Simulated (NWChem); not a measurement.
# Si$_{3}$H$_{5}$OF; SMILES [SiH2]1[Si@@H](O[SiH2]1)F

```xyz
10

F      0.0651    -2.2215     0.6659
Si     0.0321    -1.0636    -0.4715
O      1.3363    -0.0297    -0.2679
Si     0.7597     1.4912     0.2414
Si    -1.4546     0.7007     0.0118
H      0.0988    -1.7619    -1.7815
H      1.2033     2.5542    -0.7066
H      1.2459     1.8154     1.6139
H     -2.3177     0.5759     1.2230
H     -2.2272     1.2512    -1.1430
```
Atoms are numbered in this order, from 1.

Computed with NWChem. Structure relaxed at the PBE0/def2-SVP level. Level M06-2X/def2-SVP: energy and gradient on several grids; changes count from the extra-fine grid, which is no exact limit either.

| grid | size of the energy change (μHa) | largest change of a gradient component (μHa/bohr) | time, medium = 1 (rough) |
|---|---|---|---|
| xcoarse | 5000 | 2000 | about 1 |
| coarse | 700 | 400 | about 1 |
| medium | 70 | 200 | about 1 |
| fine | < 10 | 60 | about 1 |
| xfine | < 10 | < 30 | 4 |
